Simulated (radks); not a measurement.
The numbers below are computed, except where a source is named.
Species: the lutetium ion Lu2+. Configuration: [Xe] 4f14 6s1.

Code: a radial shooting solver on a logarithmic mesh with Libxc functionals. Model: Dirac Kohn-Sham, LDA (Slater exchange, Perdew-Wang correlation), spin-unpolarised, spherical densities, finite nucleus; Fermi nuclear charge, rms radius 5.37 fm.

Energy parts (eV):
total: -396459.56
kinetic: 441671.99
electron-nucleus: -984825.66
Hartree: 154659.12
exchange-correlation: -7965.02

Orbitals (lengths in bohr, moments of r in powers of bohr):
orbital  occ.  eigenvalue (eV)       <r^4>      <r>
1s1/2       2        -63106.18   7.093e-07  0.01934
2s1/2       2        -10751.82   0.0001079  0.08130
2p1/2       2        -10268.53  0.00006541  0.06743
2p3/2       4        -9152.308  0.00009211  0.07504
3s1/2       2        -2449.337    0.004040   0.2124
3p1/2       2        -2234.597    0.003589   0.2021
3p3/2       4        -1996.585    0.004629   0.2164
3d3/2       4        -1629.989    0.003192   0.1899
3d5/2       6        -1577.972    0.003451   0.1943
4s1/2       2        -500.8261     0.09747   0.4782
4p1/2       2        -413.3358      0.1080   0.4851
4p3/2       4        -358.9714      0.1403   0.5181
4d3/2       4        -214.6755      0.1895   0.5412
4d5/2       6        -204.7513      0.2064   0.5528
5s1/2       2         -78.5134       3.520    1.168
5p1/2       2         -54.1022       5.823    1.305
5p3/2       4         -47.0262       8.044    1.413
4f5/2       6         -28.0484       1.271   0.7114
4f7/2       8         -26.5186       1.422   0.7263
6s1/2       1         -17.9111       153.5    3.033

The highest occupied level is 6s1/2 at -17.911 eV. The electron density at the nucleus is 1.107e+06 e/bohr^3. The density falls to 0.001 e/bohr^3 at r = 4.04 bohr.
